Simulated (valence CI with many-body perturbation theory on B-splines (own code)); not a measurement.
Values are calculated unless marked as measured or tabulated.
Se II: configurations and terms from energies and g

Level of theory: relativistic CI+MBPT: five valence electrons over a frozen Dirac-Fock core [Ar] 3d10, a basis of 9 s, 9 p, 8 d, 6 f, 3 g, 1 h functions for each j, with the one-electron correlation potential Σ1 (screened to all orders), the two-electron term Σ2, the three-electron term Σ3, Breit, model QED; selected single and double excitations, second order for the rest, scaled by the run's own slope (own B-spline code, finite nucleus).

Set against measurement, 14 paired levels are off by 171 cm⁻¹ on average, the worst by 343. These come from a selection out of the NIST Handbook of Basic Atomic Spectroscopic Data. Levels without a partner in it may be off by more. Among the levels kept, up to 1500 cm⁻¹ of a level comes from second order outside the variational space, and about a tenth of that is noise between levels of different J, which matters for small intervals.

| No. | J | Parity | E (cm⁻¹) | g |
| --- | --- | --- | --- | --- |
| 1 | 3/2 | odd | 0.0 | 1.996 |
| 2 | 3/2 | odd | 13214 | 0.830 |
| 3 | 5/2 | odd | 13816 | 1.200 |
| 4 | 1/2 | odd | 23085 | 0.666 |
| 5 | 3/2 | odd | 23933 | 1.310 |
| 6 | 5/2 | even | 83553 | 1.598 |
| 7 | 3/2 | even | 85245 | 1.733 |
| 8 | 1/2 | even | 86095 | 2.667 |
| 9 | 1/2 | even | 95140 | 2.572 |
| 10 | 3/2 | even | 96630 | 1.719 |
| 11 | 5/2 | even | 98553 | 1.588 |
| 12 | 1/2 | even | 98770 | 0.765 |
| 18 | 5/2 | even | 105000 | 1.052 |
| 20 | 7/2 | even | 105942 | 1.248 |

Energies count from the lowest level. Strongly mixed levels and levels close to another of their J and parity are left out, so the numbers can have gaps.

(1) Give configuration and LS term of each level.

Answers

(1) 1: 4s²4p³ ⁴S°; 2: 4s²4p³ ²D°; 3: 4s²4p³ ²D°; 4: 4s²4p³ ²P°; 5: 4s²4p³ ²P°; 6: 4s4p⁴ ⁴P; 7: 4s4p⁴ ⁴P; 8: 4s4p⁴ ⁴P; 9: 4s²4p²5s ⁴P; 10: 4s²4p²5s ⁴P; 11: 4s²4p²5s ⁴P; 12: 4s²4p²5s ²P; 18: 4s²4p²4d ⁴F; 20: 4s²4p²4d ⁴F.
